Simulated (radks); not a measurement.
The nuclear charge of the cadmium ion Cd2+ is varied continuously with 46 electrons held in [Kr] 4d10. Calculated with a radial shooting solver on a logarithmic mesh with Libxc functionals: Dirac Kohn-Sham, PBEsol, spin-unpolarised, spherical densities, finite nucleus; Fermi nuclear charge, rms radius 4.6087 fm. By the Hellmann-Feynman theorem dE/dZ = E(electron-nucleus)/Z, the electronic potential at the nucleus (averaged over a nucleus of fixed radius).

Z     E (hartree)  E(electron-nucleus)/Z (hartree)   HOMO  e(HOMO) (eV)  <r> HOMO (bohr)
47.6  -5480.15398                         -278.832  4d5/2       -23.918            1.308
47.8  -5536.08214                         -280.450  4d5/2       -26.979            1.283
48    -5592.33389                         -282.068  4d5/2       -30.148            1.259
48.2  -5648.90931                         -283.686  4d5/2       -33.420            1.236
48.4  -5705.80849                         -285.305  4d5/2       -36.794            1.215
48.6  -5763.03154                         -286.925  4d5/2       -40.268            1.194
48.8  -5820.57863                         -288.546  4d5/2       -43.839            1.175
49    -5878.44989                         -290.167  4d5/2       -47.504            1.156

The central difference of E at Z = 48 is -282.068 hartree, to compare with the third column; the second derivative is -8.09 hartree.
